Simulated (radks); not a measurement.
Isoelectronic series with 19 electrons, each ion in its NIST ground configuration. Method: Dirac Kohn-Sham, PBE, spin-unpolarised, spherical densities, finite nucleus; open shells are shared between the two j in proportion to 2j + 1; Fermi nuclear charge, rms radius of each element as measured or else 0.836 A^(1/3) + 0.57 fm; computed with a radial shooting solver on a logarithmic mesh with Libxc functionals. Total energies (hartree) and orbital eigenvalues (hartree) (* marks an orbital that is empty in some or all of the ions):

ion    configuration  E (hartree)     4s1/2*      3p3/2      3p1/2      3s1/2
K           [Ar] 4s1   -602.08908   -0.08522   -0.68805   -0.69785   -1.29870
Cr5+        [Ar] 3d1  -1044.27698   -1.96772   -4.58557   -4.62898   -5.69032
Cu10+       [Ar] 3d1  -1616.37579   -5.64757  -11.60281  -11.73012  -13.28448
Se15+       [Ar] 3d1  -2319.93581  -10.97839  -21.46935  -21.76377  -23.82505
Ru25+       [Ar] 3d1  -4132.46267  -26.61384  -49.70175  -50.76480  -53.88634
In30+       [Ar] 3d1  -5248.65688  -36.97580  -68.08921  -69.87634  -73.55678
Xe35+       [Ar] 3d1  -6510.88570  -49.09077  -89.35144  -92.19502  -96.45809
Pr40+       [Ar] 3d1   -7924.8404  -63.01455  -113.5155  -117.8496  -122.7231
Gd45+       [Ar] 3d1   -9497.2398  -78.81432  -140.6132  -146.9958  -152.5114
Tm50+       [Ar] 3d1  -11236.2359  -96.57132  -170.6806  -179.8213  -186.0165
W55+        [Ar] 3d1  -13151.4009  -116.3819  -203.7583  -216.5529  -223.4687
